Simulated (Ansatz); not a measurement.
Cl₂Ga₂H₆N₂, SMILES `[Cl][Ga@H-]1[NH2+][Ga@@H-]([Cl])[NH2+]1` at its PBE0-D4/def2-TZVP geometry, where that method's forces vanish. Charge 0, multiplicity 1.

```xyz
12

Cl   -1.2357   -1.3860   -2.3531
Ga   -1.1464   -0.8810   -0.2448
N    -0.8198    1.0913   -0.1492
Ga    1.0309    0.8672    0.5794
Cl    2.3876    1.5234   -0.9816
N     0.7649   -1.0979    0.3080
H    -2.1957   -1.4296    0.7656
H    -0.8121    1.5163   -1.0709
H    -1.4637    1.6232    0.4238
H     1.2201    1.3131    2.0586
H     1.3377   -1.4536   -0.4508
H     0.9322   -1.6867    1.1150
```

Problem. What forces (eV/Å) does PBE-D4/def2-TZVPP give on these atoms in Ansatz 0.2.0? (An estimate is asked.)

Solution. Computed: 
```
Cl1 -0.008 -0.054 -0.231
Ga2 -0.224 -0.142  0.095
N3   0.037 -0.061  0.033
Ga4  0.114  0.129  0.223
Cl5  0.147  0.070 -0.172
N6  -0.050  0.060  0.008
H7  -0.052 -0.026  0.055
H8  -0.003  0.142 -0.294
H9  -0.214  0.181  0.183
H10  0.007  0.021  0.078
H11  0.187 -0.120 -0.239
H12  0.061 -0.199  0.262
```
